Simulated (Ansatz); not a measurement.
Basis sets compared for SiMe3(NHMe) (C₄H₁₃NSi). The state is a singlet with charge 0. Geometry PBE-D4/def2-SVP. Ansatz on 4 threads of Intel Xeon on a shared host; times are rough, and most runs start from earlier orbitals.

```xyz
19

Si   -0.0838   -0.3973   -0.0817
C    -1.9286    0.0098    0.0019
H    -2.3149   -0.1132    1.0340
H    -2.5086   -0.6578   -0.6685
H    -2.1351    1.0528   -0.3162
C     0.4932   -0.1899   -1.8792
H    -0.0822   -0.8413   -2.5704
H     1.5678   -0.4454   -1.9879
H     0.3618    0.8576   -2.2227
C     0.2446   -2.1692    0.4853
H     1.3253   -2.4183    0.4347
H    -0.2914   -2.8940   -0.1613
H    -0.0951   -2.3250    1.5293
N     0.7706    0.6426    1.0488
C     0.7743    2.0920    0.9863
H     1.6350    0.2576    1.4389
H     1.5062    2.5308    0.2623
H    -0.2283    2.4636    0.6865
H     0.9893    2.5448    1.9799
```

LC-ωPBE has ω = 0.4 bohr⁻¹.

Binding counts from free atoms (Si triplet, C triplet, H doublet, N quartet) in the same basis, without a counterpoise term.

```json
{"level": "PBE-D4/def2-SVP", "functions": "153", "energy (Eh)": "-503.8551", "HOMO (eV)": "-4.76", "LUMO (eV)": "0.60", "binding per atom (eV)": "3.98", "wall time": "3.4 s"}
{"level": "PBE-D4/def2-TZVP", "functions": "270", "energy (Eh)": "-504.2018", "HOMO (eV)": "-5.00", "LUMO (eV)": "0.04", "binding per atom (eV)": "3.96", "wall time": "6 s"}
{"level": "PBE0-D4/def2-SVP", "functions": "153", "energy (Eh)": "-503.9281", "HOMO (eV)": "-6.19", "LUMO (eV)": "1.43", "binding per atom (eV)": "3.94", "wall time": "4.7 s"}
{"level": "PBE0-D4/def2-TZVP", "functions": "270", "energy (Eh)": "-504.2666", "HOMO (eV)": "-6.36", "LUMO (eV)": "0.82", "binding per atom (eV)": "3.92", "wall time": "10 s"}
{"level": "LC-ωPBE/def2-TZVP", "functions": "270", "energy (Eh)": "-504.4262", "HOMO (eV)": "-9.12", "LUMO (eV)": "2.86", "binding per atom (eV)": "3.90", "wall time": "9 s"}
```

(1) Estimate the rows for PBE-D4/def2-TZVPD, PBE0-D4/def2-TZVPD, LC-ωPBE/def2-TZVPD.

Results:

(1) 
```json
{"level": "PBE-D4/def2-TZVPD", "functions": "345", "energy (Eh)": "-504.2036", "HOMO (eV)": "-5.05", "LUMO (eV)": "-0.53", "binding per atom (eV)": "3.97", "wall time": "11 s"}
{"level": "PBE0-D4/def2-TZVPD", "functions": "345", "energy (Eh)": "-504.2680", "HOMO (eV)": "-6.39", "LUMO (eV)": "0.10", "binding per atom (eV)": "3.92", "wall time": "14 s"}
{"level": "LC-ωPBE/def2-TZVPD", "functions": "345", "energy (Eh)": "-504.4277", "HOMO (eV)": "-9.14", "LUMO (eV)": "1.61", "binding per atom (eV)": "3.90", "wall time": "18 s"}
```
